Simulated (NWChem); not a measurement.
Lowest excitation of fluoroethane (C2H5F)

SMILES: CCF
```xyz
8

C     -1.1771     0.2668     0.0000
C      0.3188     0.4478     0.0000
F      0.9482    -0.7739     0.0000
H     -1.6835     1.2440     0.0000
H     -1.5017    -0.2907    -0.8912
H     -1.5017    -0.2907     0.8912
H      0.6514     1.0072     0.8922
H      0.6514     1.0072    -0.8922
```
Charge 0, spin multiplicity 1.

Program: NWChem. The geometry was optimised at PBE0/def2-SVP, a minimum by its harmonic frequencies.

Basis set: 6-31+G*.

```tsv
method	lowest vertical singlet excitation energy (eV)	relative cost	difference from EOM-CCSD
TDA-PBE0	8.69	under 3	-0.54
EOM-CCSD	9.22	3	0.00
TD-PBE	7.70	under 3	-1.53
TD-B3LYP	8.44	3	-0.79
CIS	10.31	1	+1.09
```

The values span 2.62 eV, from TD-PBE (lowest) to CIS (highest). The cost column gives rough processor time relative to CIS; each entry includes its own SCF.

The correlated methods keep 3 core orbitals frozen. B3LYP has NWChem's definition, with VWN1-RPA local correlation. The Pople sets run with spherical d functions. Coupled-cluster values serve here as a point of comparison, not as the truth.
